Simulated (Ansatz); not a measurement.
The first iterations of a band of Cl3FGe + F (6 atoms, charge 0, multiplicity 2).

The calculation used Ansatz, UHF/def2-SVP.

- movable images: 7
- climbing image: yes
- spring: 5.0 eV/Å²
- optimiser: quadratic models (default)
- start path: through a guess of the saddle point
- force threshold: 0.5 eV/Å
- iteration limit: 10
- end points: relaxed

First end point:

```xyz
6
Properties=species:S:1:pos:R:3
Ge 0.002 0.000 -0.189
F 0.007 0.000 1.511
Cl 2.014 0.000 -0.834
Cl -1.006 1.744 -0.826
Cl -1.006 -1.744 -0.826
F -0.008 0.000 4.246
```

Last end point:

```xyz
6
Properties=species:S:1:pos:R:3
Ge -0.102 0.000 -0.743
F 0.988 0.000 2.832
Cl 1.886 0.000 -1.571
Cl -1.139 1.748 -1.454
Cl -1.139 -1.748 -1.454
F -0.491 0.000 5.471
```

| iteration | highest image above the first end (eV) | largest band force component (eV/Å) |
| --- | --- | --- |
| 1 | 4.601 | 17.124 |
| 2 | 3.721 | 8.830 |
| 3 | 3.713 | 4.774 |

Question: Does the band converge within its limit, and where does its top end?

Answer: It did not converge within its limit. It ended after 10 iterations with the highest image 3.713 eV above the first end. The band didn't meet its force threshold, so its energies are provisional: the largest band force was still 1.87 eV/Å, and over the last iterations the top stayed at 3.71 eV.

Run time: 13 min on 4 threads of Intel(R) Xeon(R) Platinum 8259CL CPU @ 2.50GHz (Skylake/Cascade Lake), with other jobs on the host, peak memory 0.72 GiB.
